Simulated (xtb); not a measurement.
HBN (SMILES B=[N]), doublet, at a GFN2-xTB geometry; GFN0-xTB (xtb).

xtb was given this input:
```
$ xtb mol.xyz --gfn 0 --uhf 1 --opt --json

# file mol.xyz
3

B     -0.00000000    -0.00000000    -0.57858715
N      0.00000000     0.00000000     0.65947657
H     -0.00000000    -0.00000000    -1.72340024
```

Question: Write the output that xtb gives for this input, abridged.

Answer: 
```
   ID    Z sym.   atoms
    1    5 B      1
    2    7 N      2
    3    1 H      3

           -------------------------------------------------
          |                Calculation Setup                |
           -------------------------------------------------

           -------------------------------------------------
          |                 G F N 0 - x T B                 |
           -------------------------------------------------

          ...................................................
          :                      SETUP                      :
          :.................................................:
          :  # basis functions                  10          :
          :  # atomic orbitals                  10          :
          :  # shells                            6          :
          :  # electrons                         9          :
          :  electronic temp.          300.0000000     K    :
          :  accuracy                    1.0000000          :
          :  -> integral cutoff          0.2500000E+02      :
          :  -> integral neglect         0.1000000E-07      :
          ...................................................

         :::::::::::::::::::::::::::::::::::::::::::::::::::::
         ::                     SUMMARY                     ::
         :::::::::::::::::::::::::::::::::::::::::::::::::::::
         :: total energy              -4.788000076132 Eh    ::
         :: gradient norm              0.080690163650 Eh/a0 ::
         :: HOMO-LUMO gap              7.224758819894 eV    ::
         ::.................................................::
         :: H0 energy                 -4.825968359724 Eh    ::
         :: repulsion energy           0.087404588867 Eh    ::
         :: electrostat energy        -0.041885623147 Eh    ::
         :: -> Gsolv                   0.000000000000 Eh    ::
         ::    -> Gsasa                0.000000000000 Eh    ::
         ::    -> Gshift               0.000000000000 Eh    ::
         :: dispersion energy         -0.000233798295 Eh    ::
         :: short-range corr.         -0.007316883832 Eh    ::
         :: add. restraining           0.000000000000 Eh    ::
         :: total charge               0.000000000000 e     ::
         :::::::::::::::::::::::::::::::::::::::::::::::::::::

      -----------------------------------------------------------
     |                   =====================                   |
     |                        A N C O P T                        |
     |                   =====================                   |
     |               Approximate Normal Coordinate               |
     |                Rational Function Optimizer                |
      -----------------------------------------------------------
      -----------------------------------------------------------
     |                   =====================                   |
     |                        A N C O P T                        |
     |                   =====================                   |
     |               Approximate Normal Coordinate               |
     |                Rational Function Optimizer                |
      -----------------------------------------------------------

          ...................................................
          :                      SETUP                      :
          :.................................................:
          :   optimization level            normal          :
          :   max. optcycles                   200          :
          :   ANC micro-cycles                  20          :
          :   degrees of freedom                 4          :
          :.................................................:
          :   RF solver                   davidson          :
          :   write xtbopt.log                true          :
          :   linear (good luck)              true          :
[...]
 * total energy  :    -4.7880001 Eh     change        0.0000000E+00 Eh
 * total energy  :    -4.7901957 Eh     change       -0.2195635E-02 Eh
 * total energy  :    -4.7903652 Eh     change       -0.1694457E-03 Eh
 * total energy  :    -4.7903680 Eh     change       -0.2833254E-05 Eh
   *** GEOMETRY OPTIMIZATION CONVERGED AFTER 4 ITERATIONS ***
[...]
          :  -> integral neglect         0.1000000E-07      :
          ...................................................

         :::::::::::::::::::::::::::::::::::::::::::::::::::::
         ::                     SUMMARY                     ::
         :::::::::::::::::::::::::::::::::::::::::::::::::::::
         :: total energy              -4.790367990267 Eh    ::
         :: gradient norm              0.000125194998 Eh/a0 ::
         :: HOMO-LUMO gap              6.770818744503 eV    ::
         ::.................................................::
         :: H0 energy                 -4.809818805946 Eh    ::
         :: repulsion energy           0.070035401377 Eh    ::
         :: electrostat energy        -0.040835885627 Eh    ::
         :: -> Gsolv                   0.000000000000 Eh    ::
         ::    -> Gsasa                0.000000000000 Eh    ::
         ::    -> Gshift               0.000000000000 Eh    ::
         :: dispersion energy         -0.000233674825 Eh    ::
         :: short-range corr.         -0.009515025246 Eh    ::
         :: add. restraining           0.000000000000 Eh    ::
         :: total charge              -0.000000000000 e     ::
         :::::::::::::::::::::::::::::::::::::::::::::::::::::

           -------------------------------------------------
          |                Property Printout                |
           -------------------------------------------------

    * Orbital Energies and Occupations

         #    Occupation            Energy/Eh            Energy/eV
      -------------------------------------------------------------
         1        2.0000           -0.6943108             -18.8932
         2        2.0000           -0.5480739             -14.9138
         3        2.0000           -0.4768072             -12.9746
         4        1.5000           -0.4567060             -12.4276
         5        1.5000           -0.4567060             -12.4276 (HOMO)
         6                         -0.2078830              -5.6568 (LUMO)
         7                         -0.2078830              -5.6568
         8                         -0.1035481              -2.8177
         9                          0.0604187               1.6441
        10                          0.8788412              23.9145
      -------------------------------------------------------------
                  HL-Gap            0.2488230 Eh            6.7708 eV
             Fermi-level            0.0000000 Eh            0.0000 eV

     #   Z          covCN         q      C6AA      α(0)
     1   5 B        1.789     0.306    44.457    13.212
     2   7 N        0.841    -0.435    31.220     8.131
     3   1 H        0.948     0.129     1.540     1.940

 Mol. C6AA /au·bohr⁶  :        179.585477
 Mol. C8AA /au·bohr⁸  :       5204.488672
 Mol. α(0) /au        :         23.282822

Wiberg/Mayer (AO) data.
largest (>0.10) Wiberg bond orders for each atom

 ---------------------------------------------------------------------------
     #   Z sym  total        # sym  WBO       # sym  WBO       # sym  WBO
 ---------------------------------------------------------------------------
     1   5 B    2.584 --     2 N    1.639     3 H    0.945
     2   7 N    1.654 --     1 B    1.639
     3   1 H    0.960 --     1 B    0.945
 ---------------------------------------------------------------------------

Topologies differ in total number of bonds
Writing topology from bond orders to xtbtopo.mol

 dipole moment from electron density (au)
     X       Y       Z
  -0.0000  -0.0000  -1.7771  total (Debye):    4.517

optimized geometry written to: xtbopt.xyz

           -------------------------------------------------
          | TOTAL ENERGY               -4.790367990267 Eh   |
          | GRADIENT NORM               0.000125194998 Eh/α |
          | HOMO-LUMO GAP               6.770818744503 eV   |
           -------------------------------------------------

normal termination of xtb
```
